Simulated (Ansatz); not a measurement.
Species: [Cd(OH)(NH2)] (charge 0, multiplicity 1).

Give a relaxed geometry from r2SCAN-D4/def2-SVP in Ansatz (a quantum-chemistry and plane-wave program).

One answer among several that fit: the end point of this relaxation, one of several conformers.
Cartesian coordinates (Å) in one orientation:
```xyz
6

Cd     0.072    -0.002    -0.210
O      1.554     1.261     0.056
H      1.850     1.242     0.977
N     -1.435    -1.197    -0.768
H     -2.277    -1.007    -0.220
H     -1.213    -2.178    -0.586
```
